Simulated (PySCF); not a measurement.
Vertical excitation energies

CH4FNO4S2.
Numbering: `[CH3:1][S:2](=[O:3])(=[O:4])[NH:5][S:6](=[O:7])(=[O:8])[F:9]` (hydrogens: H10, H11, H12 on C1; H13 on N5)

Geometry (GFN2-xTB, Å), atoms numbered from 1 in this order:
```
atom  x, y, z in Å
C1    -1.682    0.349   -0.597
S2    -0.660   -0.859    0.229
O3     0.093   -1.623   -0.710
O4    -1.392   -1.534    1.249
N5     0.482    0.147    0.982
S6     1.712    0.286   -0.111
O7     2.698   -0.709   -0.024
O8     1.190    0.803   -1.312
F9     2.383    1.574    0.629
H10   -2.433   -0.180   -1.173
H11   -2.141    0.969    0.160
H12   -1.021    0.914   -1.244
H13    0.766   -0.137    1.904
```

Method used: TDDFT CAM-B3LYP/def2-SVPD, vertical, gas phase, core orbitals frozen in the response in PySCF.

**Question.** List the vertical singlet excitations with oscillator strengths and describe the spectrum.

**Answer.** 

```json
{"state": "S1", "E (eV)": "7.77", "ν̃ (cm⁻¹)": "62680", "f": "0.0023", "main configurations (H = HOMO, L = LUMO)": "H→L+1 (55%), H-1→L+1 (20%), H-2→L+1 (11%)"}
{"state": "S2", "E (eV)": "8.22", "ν̃ (cm⁻¹)": "66310", "f": "0.010", "main configurations (H = HOMO, L = LUMO)": "H-1→L+1 (39%), H→L+1 (28%), H-2→L+1 (11%)"}
{"state": "S3", "E (eV)": "8.32", "ν̃ (cm⁻¹)": "67120", "f": "0.0049", "main configurations (H = HOMO, L = LUMO)": "H→L (32%), H-1→L (16%), H-2→L+1 (13%)"}
{"state": "S4", "E (eV)": "8.41", "ν̃ (cm⁻¹)": "67870", "f": "0.011", "main configurations (H = HOMO, L = LUMO)": "H-2→L+1 (30%), H-1→L+1 (19%), H→L (14%)"}
{"state": "S5", "E (eV)": "8.63", "ν̃ (cm⁻¹)": "69620", "f": "0.0029", "main configurations (H = HOMO, L = LUMO)": "H→L (20%), H→L+3 (12%), H-1→L+2 (12%)"}
{"state": "S6", "E (eV)": "8.68", "ν̃ (cm⁻¹)": "70030", "f": "0.0072", "main configurations (H = HOMO, L = LUMO)": "H-1→L (20%), H-4→L+1 (17%), H→L+2 (11%)"}
{"state": "S7", "E (eV)": "8.76", "ν̃ (cm⁻¹)": "70610", "f": "0.0080", "main configurations (H = HOMO, L = LUMO)": "H-4→L+1 (30%), H-1→L (24%), H→L (9%)"}
{"state": "S8", "E (eV)": "8.91", "ν̃ (cm⁻¹)": "71850", "f": "0.033", "main configurations (H = HOMO, L = LUMO)": "H-2→L (44%), H-3→L+1 (10%)"}
```

Triplets (Tamm–Dancoff): T1 7.45 eV, H→L+1 (43%), H-1→L+1 (26%), H-2→L+1 (10%); T2 7.67 eV, H-4→L+1 (22%), H-1→L+1 (20%), H-3→L+1 (20%); T3 7.85 eV, H→L (24%), H-1→L (14%), H→L+1 (11%).

The lowest singlet lies at 7.77 eV (160 nm, vacuum ultraviolet) and is very weak; its leading configuration is HOMO→LUMO+1 (55%). The strongest level in the table is S8 at 8.91 eV (139 nm, f = 0.033). It is the last of those listed, so stronger ones may follow. Löwdin shares by element: HOMO oxygen 66% or more, nitrogen 19%; LUMO sulfur 43%, hydrogen 14% or more, nitrogen 7% (atoms not listed hold the other 36%). Orbital energies (eV): HOMO-3 -11.95, HOMO-2 -11.55, HOMO-1 -11.36, HOMO -11.19, LUMO 0.33, LUMO+1 0.65, LUMO+2 1.02. The oscillator strengths of these states sum to 0.080; summed over the whole spectrum of an exact calculation they would give the number of electrons, 90 (Thomas–Reiche–Kuhn). The listed states span 1.14 eV, and the widest gap between neighbours is 0.45 eV (S1 to S2). Only the lowest 8 singlets were computed, as vertical energies without vibronic structure.

One conformer stands for the species.
